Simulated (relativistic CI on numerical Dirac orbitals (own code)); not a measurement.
## Level scheme of Sr⁺

These numbers are calculated, not measured: Dirac-Coulomb-Breit CI, separate exchange-only KLI orbitals for each configuration, QED by a radiative potential, valence Slater integrals scaled by 0.85, configuration energies shifted to the measured levels that pair with them (semi-empirical) (own radial code, finite nucleus).

Configuration list (outside the closed core [Kr]): 5s, 4d, 5p, 6s, 5d, 6p, 4f, 7s, 5f, 5g, 6d, 7p, 7d, 6f. Levels of other configurations are missing.

The lowest level is 5s ²S1/2, with 100 % of that term; Hund's rules for 5s give ²S with J = 1/2, in agreement.

```tsv
No.	Configuration	Term	J	E (eV)	%	Landé g	Lifetime (s)	jj configuration (%)
1	5s	²S	1/2	0.0000	100	2.002		5s (100)
2	4d	²D	3/2	1.8135	100	0.799	3.61e-01	4d3/2 (100)
3	4d	²D	5/2	1.8306	100	1.200	3.40e-01	4d5/2 (100)
4	5p	²P°	1/2	2.9487	100	0.666	5.83e-09	5p1/2 (100)
5	5p	²P°	3/2	3.0313	100	1.334	5.36e-09	5p3/2 (100)
6	6s	²S	1/2	5.9186	100	2.002	4.54e-09	6s (100)
7	5d	²D	3/2	6.6082	100	0.800	3.44e-09	5d3/2 (100)
8	5d	²D	5/2	6.6159	100	1.200	3.51e-09	5d5/2 (100)
9	6p	²P°	1/2	6.9177	100	0.666	3.06e-08	6p1/2 (100)
10	6p	²P°	3/2	6.9472	100	1.334	2.53e-08	6p3/2 (100)
11	4f	²F°	7/2	7.5617	100	1.143	2.37e-09	4f7/2 (100)
12	4f	²F°	5/2	7.5620	100	0.857	2.38e-09	4f5/2 (100)
13	7s	²S	1/2	8.0545	100	2.002	7.14e-09	7s (100)
14	6d‡	²D	3/2	8.3509	100	0.800	5.95e-09	6d3/2 (100)
15	6d‡	²D	5/2	8.3559	100	1.200	6.09e-09	6d5/2 (100)
16	7p‡	²P°	1/2	8.5279	100	0.666		7p1/2 (100)
17	7p‡	²P°	3/2	8.5414	100	1.334		7p3/2 (100)
18	5f‡	²F°	7/2	8.9974	100	1.143	3.29e-09	5f7/2 (100)
19	5f‡	²F°	5/2	8.9976	100	0.857	3.29e-09	5f5/2 (100)
20	5g‡	²G	7/2	8.9979	100	0.889	9.24e-09	5g7/2 (100)
21	5g‡	²G	9/2	8.9979	100	1.111	9.24e-09	5g9/2 (100)
22	7d‡	²D	3/2	9.2658	100	0.800	1.08e-08	7d3/2 (100)
23	7d‡	²D	5/2	9.2685	100	1.200	1.07e-08	7d5/2 (100)
24	6f‡	²F°	7/2	9.6639	100	1.143	4.76e-09	6f7/2 (100)
25	6f‡	²F°	5/2	9.6640	100	0.857	4.72e-09	6f5/2 (100)
```

Energies count from the lowest computed level; ° marks odd parity; lifetimes are radiative, by E1, M1, E2, M2, E3 decay to levels of this space only; some are left blank where a channel outside the calculation adds to the decay or the decay crosses a small, uncertain gap. Filled j subshells are mostly left out of the jj labels. ‡ marks configurations that were not tied to measured data.

The mean weight of the leading LS term, summed over parents, in these 25 levels is 100 %, and that of the leading jj configuration (from the same eigenvectors) 100 %.

Configurations whose levels could be paired with our table of measured levels were shifted onto them, all but the ground configuration, by the median error of their levels; single terms can still be off by 1,000 to 2,000 cm⁻¹ or more, and rates follow the energies as ν³ (E1, M1) or ν⁵ (E2). The others borrow a shift and can be off by several thousand cm⁻¹ or more. The fine structure of a lone outer electron comes out too small, for d and f at times inverted, and misplaced configurations move strength between like terms. 11 of the 11 excited levels that our extract of the measured tables holds in this range could be paired (the sources list more); they are missed by 32 cm⁻¹ on average and 71 at most, after the shifts were fitted to these levels, and levels without a partner can miss by more.
